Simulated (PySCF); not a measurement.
**CsLi and its ions**

PBE; Cs def2-SVP with ECP46, Li def2-SVP; scalar-relativistic core potentials (PySCF 2.14). Neutral (UKS): singlet (closed shell), Re = 3.778 Å, ωe = 169 cm⁻¹, De = 0.65 eV, HOMO -2.63 eV, LUMO -1.63 eV.

CsLi⁺ (UKS): doublet (σ ↑), Re = 4.331 Å, ωe = 112 cm⁻¹, De = 0.40 eV to Cs⁺ + Li. The energies at the minima are -27.62507 hartree for CsLi and -27.46952 for CsLi⁺.

(1) Work out the adiabatic ionisation energy, without and with harmonic zero-point energies (1 hartree = 27.2114 eV, 1 eV = 8065.5 cm⁻¹), and the change of the bond length.

Closed-shell solutions of metal pairs were not tested for spin polarisation, which can lower them a little. Weak bonds: CsLi⁺. Basis-set superposition, not corrected here, can be much of De in a small basis, most of all at correlated wavefunction levels. Spin–orbit coupling is left out. For an ion De counts to the pair picked by the measured ionisation energies or electron affinities, which need not be the lowest pair at this level. States were picked by a PBE0 search and need not be the measured ground states.

Results:

(1) At PBE: 0.15555 hartree = 4.233 eV between the minima; the zero-point term (112.0 − 169.0)/2 cm⁻¹ = -0.004 eV makes it 4.229 eV. Re changes by +55.3 pm against the neutral. Minus the HOMO energy is 2.63 eV, -1.60 eV from the value between the minima; self-interaction puts the Kohn–Sham level too high, less so with exact exchange. The electron leaves a σ orbital, and the ion is left as a loose complex of an ion and an atom.
